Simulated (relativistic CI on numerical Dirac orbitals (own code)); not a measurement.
**What each ingredient does to the levels of Rb¹⁷⁺**

Base calculation: Dirac-Coulomb-Breit CI, separate exchange-only KLI orbitals for each configuration, a model potential for QED, unscaled Slater integrals.

Configuration list (outside the closed core [Ne]): 3s²3p⁶3d², 3s²3p⁵3d³, 3s3p⁶3d³, 3s²3p⁶3d4s, 3s²3p⁶3d4p, 3s²3p⁶3d4d, 3s²3p⁶3d4f, 3s²3p⁵3d²4s, 3s²3p⁶4s², 3s²3p⁵3d²4p, 3s²3p⁶4s4p, 3s²3p⁶3d5s, 3s²3p⁶4p², 3s²3p⁶4s4d, 3s²3p⁶3d5p, 3s²3p⁵3d²4d, 3s3p⁶3d²4s, 3s²3p⁶3d5d, 3s²3p⁶4p4d, 3s²3p⁶3d5f, 3s3p⁶3d²4p, 3s²3p⁶3d5g, 3s²3p⁶3d6s, 3s²3p⁶3d6p, 3s²3p⁶3d6f, 3p⁶3d⁴, 3p⁵3d⁵, 3p⁶3d³4s, 3p⁵3d⁴4s. Double excitations out of closed p, d and f shells are left out; levels of such configurations are missing from the list, as are those of other unlisted configurations, and high levels can miss mixing partners. These lack a partner that the ground configuration has and come out too high: 3s²3p⁵3d²4p, 3s²3p⁵3d²4d.

Variants: (1) P86 correlation estimate; (2) QED terms removed; (3) only the first 3 configurations. Shifts of the energy above 3s²3p⁶3d² ³F2, in cm⁻¹, for the lowest level and the first level of each name with at least 55 % of one term (blank where a level changes its place among those of its configuration and J or its character, or is not in the variant):

| Level | Base | Δ(1) | Δ(2) | Δ(3) |
| --- | --- | --- | --- | --- |
| 3s²3p⁶3d² ³F2 | 0 | 0 | 0 | 0 |
| 3s²3p⁶3d² ³F3 | 12585 | 0 | -47 | +27 |
| 3s²3p⁶3d² ³F4 | 25296 | 0 | -87 | +45 |
| 3s²3p⁶3d² ¹D2 | 49389 | +4 | -38 | -22 |
| 3s²3p⁶3d² ³P0 | 51104 | +5 | -17 | +164 |
| 3s²3p⁶3d² ³P1 | 57027 | +5 | -43 | +122 |
| 3s²3p⁶3d² ³P2 | 70495 | +5 | -98 | +67 |
| 3s²3p⁶3d² ¹G4 | 78043 | 0 | -65 | -334 |
| 3s²3p⁶3d² ¹S0 | 171888 | +2 | -74 | +2179 |
| 3s²3p⁵3d³ ⁵D°2 | 778549 | +1355 | +142 | -878 |
| 3s²3p⁵3d³ ⁵D°1 | 780063 | +1355 | +141 | -859 |
| 3s²3p⁵3d³ ⁵D°0 | 782933 | +1355 | +131 | -844 |
| 3s²3p⁵3d³ ⁵S°2 | 786031 | +1355 | +92 | -829 |
| 3s²3p⁵3d³ ⁵F°5 | 801207 | +1354 | +92 | -945 |

At this charge energies of transitions that change n are usually good to better than 1 %, and those within a shell (Δn = 0) to a few per cent. Terms inside the open d or f shell come out 10 to 20 % too wide with unscaled integrals.

Ionisation energy from the two ground configurations alone: base 654.351 eV; P86 correlation estimate 656.039 eV. The NIST ASD value (theoretical) is 654 eV.

LS names give the leading component of a level, which can be under half, so a name can repeat, a term be missing and a line seem to break the LS rules.
